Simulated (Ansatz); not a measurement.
System: C₆H₉FSi, net charge 0, singlet state. 
Structure (B3LYP-D3(BJ)/def2-TZVP (Ansatz, a program for electronic structure) minimum search):
SMILES: C=C[Si](F)(C=C)C=C
```xyz
17

C     -0.4004     2.0901     1.4508
C     -0.7606     1.5742     0.2769
Si     0.0761     0.1098    -0.4985
F      0.3143     0.4534    -2.0585
C      1.7382    -0.2005     0.2675
C      1.9911    -1.2196     1.0869
C     -0.9974    -1.4022    -0.4149
C     -2.0402    -1.5188     0.4054
H     -0.9150     2.9351     1.8963
H      0.4310     1.6857     2.0186
H     -1.6032     2.0242    -0.2443
H      2.5450     0.4975     0.0529
H      2.9652    -1.3727     1.5399
H      1.2286    -1.9488     1.3399
H     -0.7515    -2.2472    -1.0550
H     -2.6441    -2.4191     0.4528
H     -2.3356    -0.7120     1.0680
```

Dipole moments at this geometry, in debye (magnitudes).

```json
[
 {"level": "SVWN5/def2-TZVPD", "program": "Ansatz", "dipole (D)": "2.16"},
 {"level": "PBE/def2-TZVPD", "program": "Ansatz", "dipole (D)": "2.10"},
 {"level": "revPBE/def2-TZVPD", "program": "Ansatz", "dipole (D)": "2.08"},
 {"level": "B97M-V/def2-TZVPD", "program": "Ansatz", "dipole (D)": "2.16"},
 {"level": "PBE0/def2-TZVPD", "program": "Ansatz", "dipole (D)": "2.24"},
 {"level": "CAM-B3LYP/def2-TZVPD", "program": "Ansatz", "dipole (D)": "2.25"},
 {"level": "LC-wPBE/def2-TZVPD", "program": "Ansatz", "dipole (D)": "2.27"},
 {"level": "wB97M-V/def2-TZVPD", "program": "Ansatz", "dipole (D)": "…"},
 {"level": "wB97X-V/def2-TZVPD", "program": "Ansatz", "dipole (D)": "2.25"},
 {"level": "CCSD(T)/aug-cc-pV(D+d)Z", "program": "Ansatz", "dipole (D)": "…"}
]
```

Q: Some entries are withheld; supply them.

A: 
- wB97M-V/def2-TZVPD, dipole (D): 2.21
- CCSD(T)/aug-cc-pV(D+d)Z, dipole (D): 2.17
